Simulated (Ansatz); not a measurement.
Stepwise reaction of `C[O][AlH2]` with hydrogen fluoride, as a gas-phase model of exchange steps in deposition or etching. ΔE in kJ/mol; ΔG adds harmonic PBE0-D4 terms to CCSD(T)/CBS, at 1 bar.

Isolated molecules relaxed with PBE0-D4/def2-TZVP in Ansatz; ΔE leaves out vibrations. CCSD(T)/CBS is the MP2 limit (def2-TZVPP, def2-QZVPP) plus CCSD(T) − MP2 in def2-TZVPP, frozen cores. This one scheme is used for every species. Functionals use def2-TZVPP. B3LYP here is the variant with VWN-RPA as its local correlation; programs differ in this. Each species was taken in one conformer, which may not be the lowest.

```csv
step,reaction,PBE-D4,B3LYP-D4,ωB97M-V,CCSD(T)/CBS,ΔG(500 K)
1,`C[O][AlH2]` + H–F → `C[O][AlH][F]` + H₂,-166.9,-175.4,-173.2,-172.9,-171.7
2,`C[O][AlH][F]` + H–F → `C[O][Al]([F])[F]` + H₂,-143.6,-152.6,-149.7,-152.5,-149.5
```

Q: By hand: ΔE of the 2 steps together at CCSD(T)/CBS.

A: (-172.9) + (-152.5) = -325.4 kJ/mol, or -162.7 kJ/mol a step.

In ΔE each step is higher than the one before. All are downhill at CCSD(T)/CBS. ΔG lies between -171.7 and -149.5 kJ/mol a step. PBE-D4 differs from CCSD(T)/CBS by 6.0 to 8.9 kJ/mol a step. Isolated molecules leave out the surface, adducts and barriers. Largest T1 diagnostic: 0.013.
